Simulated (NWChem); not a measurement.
Species: CH$_{6}$O$_{2}$SSi; SMILES S[Si](O)(O)C

```xyz
11

C      1.5703     1.1094     0.5658
Si    -0.0500     0.3723     0.0069
O     -0.3690     1.0642    -1.4605
O     -1.3458     0.6877     0.9990
S      0.0414    -1.7976    -0.0687
H      1.4782     2.2000     0.6188
H      1.8648     0.7382     1.5528
H      2.3739     0.8751    -0.1413
H     -1.2074     0.8083    -1.8722
H     -1.4342     0.1376     1.7900
H      1.2594    -1.8817    -0.6464
```
Atoms are numbered in this order, from 1.

All runs: NWChem. Pople sets run with spherical d functions. Structure relaxed at the B3LYP/6-31G* (spherical d) level. Hybrids' shares of exact exchange are those that their runs print; pure functionals count as 0. The functionals differ in more than this share.

```
row                  share of exact exchange  orbital gap (eV)
-------------------  -----------------------  ----------------
PBE/6-31G*                              0.00              5.89
RPBE/6-31G*                             0.00              5.91
TPSSh/6-31G*                            0.10          withheld
B3LYP/6-31G*                            0.20              7.59
B3PW91/6-31G*                           0.20              7.76
BHandHLYP/6-31G*                        0.50             10.25
Hartree-Fock/6-31G*                     1.00             14.68
```

**Question.** Fit a straight line of the last column on the one before it, predict the withheld value, and compare with the run.

**Answer.** 
1. Means of the 6 shown rows: x = 0.317, y = 8.680. Slope Σ(x − x̄)(y − ȳ)/Σ(x − x̄)² = 6.383/0.7283 = 8.764; intercept 5.905.
2. The shown rows scatter about the line by 0.053 (root mean square); the largest residual is +0.10, at B3PW91/6-31G*.
3. At x = 0.10 (TPSSh/6-31G*; inside the shown range) the line gives 6.78.
4. The run gives 7.09, +0.31 from the line, 5.9 times the scatter.
